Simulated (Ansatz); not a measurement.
Stepwise reaction of `[OH][GeH]([OH])[OH]` with hydrogen chloride, as a gas-phase model of exchange steps in deposition or etching. ΔE in kJ/mol; ΔG adds harmonic PBE0-D4 terms to CCSD(T)/CBS, at 1 bar.

Calculated with Ansatz (gas phase, PBE0-D4/def2-TZVP geometries, no zero-point term in ΔE). CCSD(T)/CBS is the MP2 limit (def2-TZVPP, def2-QZVPP) plus CCSD(T) − MP2 in def2-TZVPP, frozen cores. This one scheme is used for every species. DFT in def2-TZVPP. B3LYP here is the variant with VWN-RPA as its local correlation; programs differ in this. For Ge outer-core shells are correlated without core-valence functions, which leaves a few kJ/mol of doubt a bond. Scalar relativity is left out up to krypton. Each species was taken in one conformer, which may not be the lowest.

```
step                                                   reaction  PBE-D4  B3LYP-D4  ωB97M-V  CCSD(T)/CBS  ΔG(600 K)
   1  `[OH][GeH]([OH])[OH]` + HCl → `[OH][GeH]([OH])[Cl]` + H₂O   -42.2     -38.8    -37.9        -37.3      -30.9
   2  `[OH][GeH]([OH])[Cl]` + HCl → `[OH][GeH]([Cl])[Cl]` + H₂O   -37.0     -34.6    -33.8        -33.7      -28.2
   3  `[OH][GeH]([Cl])[Cl]` + HCl → `[Cl][GeH]([Cl])[Cl]` + H₂O   -31.6     -29.5    -28.9        -30.0      -19.9
```

Question: By hand: ΔE of the 3 steps together at CCSD(T)/CBS.

Answer: (-37.3) + (-33.7) + (-30.0) = -101.0 kJ/mol, or -33.7 kJ/mol a step.

In ΔE each step is higher than the one before. All are downhill at CCSD(T)/CBS. ΔG lies between -30.9 and -19.9 kJ/mol a step. PBE-D4 differs from CCSD(T)/CBS by -4.9 to -1.6 kJ/mol a step. Isolated molecules leave out the surface, adducts and barriers. Largest T1 diagnostic: 0.012.
